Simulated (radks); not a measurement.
All-electron atom: Mg2+ in [He] 2s2 2p5.5 3d0.5 (fractional occupations, a model configuration). Method: Dirac Kohn-Sham, PBE, spin-unpolarised, spherical densities, finite nucleus; open shells are shared between the two j in proportion to 2j + 1; Fermi nuclear charge, rms radius 3.057 fm; computed with a radial shooting solver on a logarithmic mesh with Libxc functionals.

Unscreened Slater integrals over Kohn-Sham orbitals (hartree). Large and small components are both included. Empty in this configuration: 3s1/2.

F0(3d5/2,3d5/2): 0.24615
F2(3d5/2,3d5/2): 0.12564
F4(3d5/2,3d5/2): 0.081024
F0(3d5/2,3d3/2): 0.24616
F2(3d5/2,3d3/2): 0.12565
G2(3d5/2,3d3/2): 0.12564
G4(3d5/2,3d3/2): 0.081022
F0(3d5/2,2p3/2): 0.32491
F2(3d5/2,2p3/2): 0.033081
G1(3d5/2,2p3/2): 0.015142
G3(3d5/2,2p3/2): 0.0084216
F0(3d5/2,2p1/2): 0.32492
G3(3d5/2,2p1/2): 0.0083533
F0(3d5/2,3s1/2): 0.28976
G2(3d5/2,3s1/2): 0.11928
F0(3d3/2,3d3/2): 0.24617
F2(3d3/2,3d3/2): 0.12565
F0(3d3/2,2p3/2): 0.32495
F2(3d3/2,2p3/2): 0.033095
G1(3d3/2,2p3/2): 0.015147
G3(3d3/2,2p3/2): 0.0084243
F0(3d3/2,2p1/2): 0.32496
G1(3d3/2,2p1/2): 0.015033
F0(3d3/2,3s1/2): 0.28978
G2(3d3/2,3s1/2): 0.11930
F0(2p3/2,2p3/2): 1.3913
F2(2p3/2,2p3/2): 0.63337
F0(2p3/2,2p1/2): 1.3935
G2(2p3/2,2p1/2): 0.63375
F0(2p3/2,3s1/2): 0.49883
G1(2p3/2,3s1/2): 0.037684
F0(2p1/2,2p1/2): 1.3957
F0(2p1/2,3s1/2): 0.49898
G1(2p1/2,3s1/2): 0.037636
F0(3s1/2,3s1/2): 0.37634
